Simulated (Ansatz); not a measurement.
Reaction (hydrogenolysis of the Si–O bond): `N[Si](O)(F)CF` + H₂ → `N[SiH](F)CF` + H₂O

Isolated molecules relaxed with PBE0-D4/def2-TZVP in Ansatz; ΔE leaves out vibrations. CCSD(T)/CBS is the MP2 limit (def2-TZVPP, def2-QZVPP) plus CCSD(T) − MP2 in def2-TZVPP, frozen cores. This one scheme is used for every species. Functionals use def2-TZVPP. B3LYP here is the variant with VWN-RPA as its local correlation; programs differ in this. HSE06 is defined as in plane-wave codes. Each species was taken in one conformer, which may not be the lowest.

`N[Si](O)(F)CF`:

Z-matrix (Å, degrees):
```
Si
O 1 1.629
F 1 1.595 2 112.1
N 1 1.689 2 110.7 3 118.1
C 1 1.881 2 107.2 3 -117.3
H 2 0.961 1 115.7 3 87.0
H 4 1.005 1 121.0 2 -123.2
H 4 1.005 1 122.2 2 32.2
F 5 1.402 1 109.3 2 38.3
H 5 1.094 1 112.7 2 158.4
H 5 1.095 1 111.1 2 -80.5
```

H₂:

```xyz
2

H    -0.338    0.157   -0.022
H     0.338   -0.157    0.022
```

`N[SiH](F)CF`:

Cartesian coordinates in Å:
```
N -0.669 -0.505 1.348
Si 0.255 0.563 0.416
F -0.389 2.021 0.235
C 0.408 -0.207 -1.298
F -0.807 -0.798 -1.653
H -0.771 -0.412 2.344
H -1.437 -1.004 0.930
H 1.571 0.795 1.054
H 1.178 -0.986 -1.312
H 0.661 0.533 -2.064
```

H₂O:

```xyz
3

O     0.056   -0.182   -0.339
H    -0.371   -0.530    0.447
H     0.315    0.712   -0.107
```

| level | ΔE (kJ/mol) | difference from CCSD(T)/CBS |
| --- | --- | --- |
| LDA (SPW92) | 98.2 | 1.2 |
| PBE-D4 | 92.3 | -4.7 |
| revPBE-D4 | 95.4 | -1.6 |
| BLYP-D4 | 99.2 | 2.2 |
| B97M-V | 102.8 | 5.8 |
| PBE0-D4 | 93.1 | -3.9 |
| B3LYP-D4 | 99.2 | 2.2 |
| r2SCANh-D4 | 104.6 | 7.6 |
| r2SCAN0-D4 | 103.4 | 6.4 |
| HSE06-D4 | 92.9 | -4.1 |
| BHLYP-D4 | 101.0 | 4.0 |
| CAM-B3LYP-D4 | 100.5 | 3.5 |
| ωB97X-V | 97.3 | 0.3 |
| B2PLYP | 97.3 | 0.3 |
| PBE-QIDH | 96.5 | -0.5 |
| PBE | 88.2 | -8.8 |
| revPBE | 83.8 | -13.2 |
| BLYP | 90.3 | -6.7 |
| r2SCAN | 104.4 | 7.4 |
| B3LYP | 92.6 | -4.4 |
| r2SCANh | 103.5 | 6.5 |
| r2SCAN0 | 102.1 | 5.1 |
| HSE06 | 89.6 | -7.4 |
| BHLYP | 96.0 | -1.0 |
| LC-ωPBE | 92.7 | -4.3 |
| RPA@PBE/def2-TZVPP | 93.4 | -3.6 |
| HF/def2-SVP | 79.2 | -17.8 |
| MP2/def2-SVP | 90.4 | -6.6 |
| CCSD/def2-SVP | 81.9 | -15.1 |
| CCSD(T)/def2-SVP | 83.2 | -13.8 |
| HF/def2-TZVPP | 93.3 | -3.7 |
| MP2/def2-TZVPP | 102.0 | 5.0 |
| SCS-MP2/def2-TZVPP | 98.6 | 1.6 |
| CCSD(T)/def2-TZVPP | 97.7 | 0.7 |
| HF/def2-QZVPP | 93.6 | -3.4 |
| MP2/def2-QZVPP | 101.7 | 4.7 |
| SCS-MP2/def2-QZVPP | 98.4 | 1.4 |
| HF/CBS(def2) | 93.6 | -3.4 |
| MP2/CBS(def2) | 101.3 | 4.3 |
| CCSD/CBS(def2) | 95.0 | -2.0 |
| CCSD(T)/CBS | 97.0 | 0 |

Task: What do rigid-rotor, harmonic-oscillator terms from PBE0-D4/def2-TZVP frequencies (298.15 K, 1 bar) make of the CCSD(T)/CBS value? (Best estimate.)

Result: Computed: ΔZPE = +14.5 kJ/mol, ΔH = +109.1 kJ/mol, ΔS = 30 J/(mol·K), ΔG = +100.1 kJ/mol.

Largest T1 diagnostic among the species: 0.011.

The D4 term adds +6.6 kJ/mol with B3LYP and +3.5 kJ/mol with PBE0; it sums over pairs of atoms, weighted by their polarisabilities, and B3LYP, whose exchange is more repulsive, gets the larger term. In def2-TZVPP, CCSD(T) changes the Hartree–Fock value by +4.4 kJ/mol (the triples alone add +2.0 kJ/mol) and MP2 by +8.7 kJ/mol.

CCSD(T)/CBS has its own doubt, a few kJ/mol and more with outer-core shells, so smaller differences from it don't rank the levels.
